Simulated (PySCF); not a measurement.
## Gas-phase thermal properties of TiCl₃OH

Energies from PySCF (xtb for GFN2), thermal terms from the rigid-rotor harmonic-oscillator model, ideal gas at 1 bar. 6-31G* has spherical d functions here. All species are closed-shell singlets. B3LYP is the form with VWN-RPA correlation. TiCl₃OH: computed as isolated molecules; such fragments, hydroxides, amides, oligomers or adducts are transient or little studied in the gas. The harmonic model lacks anharmonicity and excited electronic states, which grow with temperature; levels with a mode under 35 cm⁻¹ are left out. Soft modes under 120 cm⁻¹ make the harmonic entropy rough for TiCl₃OH. Warning, point group unlike the PBE0 one: TiCl₃OH (GFN2-xTB, HF/6-31G*).

| level | point group | σ | ZPE (kJ/mol) | S°298 (J/mol/K) | Cp298 (J/mol/K) | S°1000 (J/mol/K) | H1000 − H298 (kJ/mol) |
|---|---|---|---|---|---|---|---|
| B3LYP/6-31G* | Cs | 1 | 42.9 | 383.3 | 107.5 | 525.2 | 83.4 |
| GFN2-xTB | C3v | 3 | 41.7 | 369.5 | 107.5 | 511.8 | 83.6 |
| HF/6-31G* | C3v | 3 | 44.7 | 388.9 | 107.4 | 530.4 | 83.1 |
| PBE/def2-SVP | Cs | 1 | 42.5 | 382.7 | 107.7 | 524.9 | 83.5 |
| PBE0/def2-TZVP | Cs | 1 | 43.5 | 385.7 | 107.5 | 527.5 | 83.3 |
σ: rotational symmetry number. Electronic degeneracy used: 1. Frequencies are unscaled.
